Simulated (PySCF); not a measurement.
**Steps of a relaxation of Au2F2**

Au2F2 (singlet). PySCF 2.14.0, RKS TPSS, Au def2-SVP with ECP60, F def2-SVP; non-relativistic Hamiltonian with scalar-relativistic core potentials where named; density fitting; no spin-orbit coupling. Origin of the start: template. Columns: position (Å) and force (eV/Å). Energies are counted from the last step; some of the 12 steps are shown. Forces carry noise of the integration grid, about 0.01 to 0.03 eV/Å.

Run from Python with OMP_NUM_THREADS=2. Where DIIS fails, smearing, a level shift and second-order steps follow.
It took 55 s on 2 threads of Intel(R) Xeon(R) Platinum 8375C CPU @ 2.90GHz (Ice Lake) (shared host), from the converged density of the start.

```xyz
4
step 0  E = 1.795 eV
Au    0.0000    0.0000    1.4896     0.00    0.00    6.78
Au    0.0000    0.0000   -1.4896     0.00    0.00   -6.78
F     1.2738    0.0000    0.0000     5.56    0.00    0.00
F    -1.2738    0.0000    0.0000    -5.56    0.00    0.00
```

```xyz
4
step 4  E = 0.003 eV
Au    0.0000    0.0000    1.6052     0.00    0.00   -0.18
Au    0.0000    0.0000   -1.6052     0.00    0.00    0.18
F     1.5271    0.0000    0.0000     0.02    0.00    0.00
F    -1.5271    0.0000    0.0000    -0.02    0.00    0.00
```

```xyz
4
step 7  E = -0.001 eV
Au    0.0000    0.0000    1.5371     0.00    0.00   -0.06
Au    0.0000    0.0000   -1.5371     0.00    0.00    0.06
F     1.6031    0.0000    0.0000    -0.04    0.00    0.00
F    -1.6031    0.0000    0.0000     0.04    0.00    0.00
```

Question: Where does the relaxation end?

Answer: It converges at step 11 in D2h:
```xyz
4
step 11  E = 0
Au    0.0000    0.0000    1.5309
Au    0.0000    0.0000   -1.5309
F     1.6047    0.0000    0.0000
F    -1.6047    0.0000    0.0000
```

Question: How did the contacts change?

Answer: 
| contact | start (Å) | end (Å) |
| --- | --- | --- |
| Au1–F3 (F) | 1.960 | 2.218 |
| Au1–F4 (F) | 1.960 | 2.218 |


No frequency check is given that shows the relaxed geometry to be a minimum.
